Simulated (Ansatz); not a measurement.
A structure relaxed at PBE0-D4/def2-TZVP, charge 0, multiplicity 1:

Cartesian coordinates in Å:
```
C -0.725 1.696 -0.554
C -1.088 0.415 -0.520
Si -0.018 -0.926 0.164
N 1.137 -0.245 1.209
O 0.746 -1.834 -0.962
F -0.988 -1.981 0.865
H -1.366 2.469 -0.970
H 0.235 2.024 -0.165
H -2.060 0.145 -0.929
H 1.937 -0.788 1.492
H 0.858 0.398 1.933
H 1.331 -1.373 -1.563
```

Q: Give its formula and SMILES.

A: C2H6FNOSi, `C=C[Si](N)(O)F`.

Q: Summarise the bond lengths by kind.

A: 1 × C–C 1.331 Å; 3 × C–H 1.087 to 1.089 Å; 1 × C–Si 1.847 Å; 1 × N–Si 1.700 Å; 1 × O–Si 1.636 Å; 1 × F–Si 1.596 Å; 2 × H–N 1.007 Å; 1 × H–O 0.958 Å.

Results of the Gaussian-basis code of Ansatz.
